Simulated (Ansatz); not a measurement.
`[OH][Ge][F]` + H₂ → `[OH][GeH]` + H–F at 600 K and 1 bar (hydrogenolysis of a Ge–F bond).

Gas-phase electronic energies from Ansatz, PBE0-D4/def2-TZVP geometries. CBS: MP2 limit from def2 TZ/QZ plus the TZ coupled-cluster correction, frozen cores. This one scheme is used for every species. For Ge outer-core shells are correlated without core-valence functions, which leaves a few kJ/mol of doubt a bond. Scalar relativity is left out up to krypton. One conformer a species, not always the lowest.

```csv
species,CCSD(T)/CBS energy (Eh),H − E (kJ/mol),S (J/(mol·K))
`[OH][Ge][F]`,-2251.74560,72.2,324.3
H₂,-1.17544,43.9,150.8
`[OH][GeH]`,-2152.47759,79.9,292.6
H–F,-100.39570,42.3,194.0
```

H − E and S are ideal-gas, rigid-rotor, harmonic terms from PBE0-D4/def2-TZVP, for one conformer and one mirror image of each species. The MP2-based limit puts H₂ 0.8 mEh under its directly extrapolated value; such offsets cancel only in part. 1 Eh = 2625.50 kJ/mol, R = 8.31446 J/(mol·K).

**Question.** By hand: ΔE, ΔH, ΔS and ΔG.

**Answer.** ΔE = (-2152.47759) + (-100.39570) − (-2251.74560) − (-1.17544) = 0.04775 Eh = 125.4 kJ/mol. Δ(H − E) = 79.9 + 42.3 − 72.2 − 43.9 = 6.1, so ΔH = 131.5 kJ/mol. ΔS = 292.6 + 194.0 − 324.3 − 150.8 = 11.5 J/(mol·K). ΔG = 131.5 − 600 × (11.5)/1000 = 124.6 kJ/mol.

**Question.** By hand: the equilibrium constant, and the temperature at which ΔG would vanish if ΔH and ΔS stayed fixed.

**Answer.** log₁₀ K = −ΔG/(RT ln 10) = -10.8. ΔG = 0 at ΔH/ΔS = 11435 K, far beyond where these terms or the molecules hold.

The number of gas molecules stays the same, so ΔS is small and ΔH decides. A doubt of 5 kJ/mol in ΔE shifts log₁₀ K by 0.4 here. Other conformers and mirror images would add mixing entropy, several J/(mol·K) or more a flexible species. These are equilibria of isolated gas molecules and say nothing of rates. Largest T1 diagnostic: 0.016 (customary marks: 0.02 for closed shells, 0.045 for open ones).
